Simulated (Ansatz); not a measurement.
Geometry optimisation, RKS r2SCANh/cc-pVDZ (Ansatz).

input.yaml

```yaml
crystal:
  periodic: [false, false, false]
  atoms:
    - { symbol: B, position_ang: [-0.6994, 1.4702, -0.0551] }
    - { symbol: C, position_ang: [0.0327, 0.1699, -0.2773] }
    - { symbol: C, position_ang: [0.5146, -0.1417, -1.4851] }
    - { symbol: Si, position_ang: [0.2506, -0.998, 1.136] }
    - { symbol: F, position_ang: [-1.1408, -2.0657, 1.1079] }
    - { symbol: H, position_ang: [-0.8764, 2.2967, -0.9594] }
    - { symbol: H, position_ang: [-1.1906, 1.7761, 0.9901] }
    - { symbol: H, position_ang: [1.1088, -1.066, -1.6283] }
    - { symbol: H, position_ang: [0.4582, 0.5469, -2.2769] }
    - { symbol: H, position_ang: [1.4226, -1.7825, 1.0404] }
    - { symbol: H, position_ang: [0.1851, -0.2628, 2.4283] }
basis:
  gaussian: { orbitals: cc-pVDZ }
hamiltonian:
  xc: r2scanh
relax:
  f_tol: 0.015
  max_steps: 40
output:
  orbitals: {}
```

Command:

```bash
$ ansatz run input.yaml --threads 2 --pin off --max-ram 3072MiB --backend cpu --events-out ev --progress --plain --runs-dir out
```

Problem. Where does it end, and by what steps?

Solution. The forces met the threshold. After 14 steps the energy has fallen by 0.370 eV; H10 moved furthest, 0.52 Å.

```tsv
step	energy less start (eV)	largest force component (eV/Å)	accepted
0	0.0000	3.298	yes
1	-0.0606	1.651	yes
2	-0.2839	0.998	yes
3	-0.3160	0.551	yes
4	-0.3488	0.265	yes
5	-0.3582	0.160	yes
6	-0.3638	0.067	yes
7	-0.3664	0.086	yes
8	-0.3681	0.073	yes
9	-0.3689	0.111	yes
10	-0.3682	0.140	no
11	-0.3698	0.051	yes
12	-0.3700	0.029	yes
13	-0.3700	0.021	yes
14	-0.3701	0.010	yes
```

```xyz
11
Properties=species:S:1:pos:R:3
B -0.864 1.440 -0.124
C 0.019 0.172 -0.254
C 0.683 -0.039 -1.416
Si 0.202 -1.043 1.155
F -1.268 -1.730 1.460
H -0.991 2.167 -1.080
H -1.417 1.720 0.911
H 1.334 -0.906 -1.584
H 0.599 0.667 -2.251
H 1.146 -2.142 0.791
H 0.620 -0.361 2.413
```

Time of the run: 33 s on 2 threads of Intel(R) Xeon(R) 6975P-C (Granite Rapids), on a shared host, peak memory 0.27 GiB.
